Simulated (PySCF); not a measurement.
Z-matrix (Å, degrees):
```
Hf
N 1 2.0586
H 2 1.0256 1 129.02
H 2 1.0276 3 107.66 1 -175.19
N 1 2.0587 2 110.05 3 105.85
H 5 1.0256 1 128.99 2 13.50
H 5 1.0276 6 107.66 1 175.22
N 1 2.0587 2 108.26 3 -133.82
H 8 1.0256 1 129.04 2 -133.79
H 8 1.0276 9 107.66 1 -175.19
N 1 2.0588 2 110.04 3 -13.48
H 11 1.0256 1 129.00 2 -105.65
H 11 1.0276 12 107.65 1 175.23
```
Charge 0, spin multiplicity 1.

Problem. Predict the LUMO, dipole moment, total energy, charge on the central atom (Mulliken), HOMO and HOMO–LUMO gap from PySCF with TPSSh-D3(BJ)/def2-TZVP // PBE-D3(BJ)/def2-SVP.

Solution. 
```
Quantity                                      Value
-------------------------------------  ------------
LUMO                                       -0.09 eV
dipole moment                                0.00 D
total energy                           -272.1108 Ha
charge on the central atom (Mulliken)        1.42 e
HOMO                                       -5.89 eV
HOMO–LUMO gap                               5.79 eV
```
